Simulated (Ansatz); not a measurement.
C3H6FNSi can be A, `N=CC1(F)C[SiH2]1`, or B, `C=N/C([SiH3])=C\F`.

Computed with Ansatz on PBE0-D4/def2-TZVP structures; ΔE is electronic, products minus reactants. CCSD(T)/CBS adds triple-zeta CCSD(T) − MP2 to the extrapolated MP2 energy (def2 sets, frozen cores). DFT in def2-TZVPP. One conformer a species, not always the lowest.

Which is lower in electronic energy at CCSD(T)/CBS, and by how much? (An estimate is asked.)

The calculation gave: B, by 17.3 kJ/mol.

Give E(B) − E(A) in kJ/mol with PBE-D4, PBE0-D4, ωB97M-V, MP2/def2-TZVPP, CCSD/def2-TZVPP, CCSD(T)/def2-TZVPP, HF/def2-TZVPP. (Estimate.)

Computed: PBE-D4 -7.8, PBE0-D4 -4.4, ωB97M-V -10.5, MP2/def2-TZVPP -13.5, CCSD/def2-TZVPP -21.0, CCSD(T)/def2-TZVPP -20.2, HF/def2-TZVPP -47.0. None reverses the order clearly.

Largest T1 diagnostic: 0.014.

From PBE to PBE0 (25 % exact exchange), in def2-TZVPP and without D4, E(B) − E(A) moves by +3.4 kJ/mol. In def2-TZVPP, CCSD(T) changes the Hartree–Fock value by +26.8 kJ/mol (the triples alone add +0.8 kJ/mol) and MP2 by +33.5 kJ/mol.
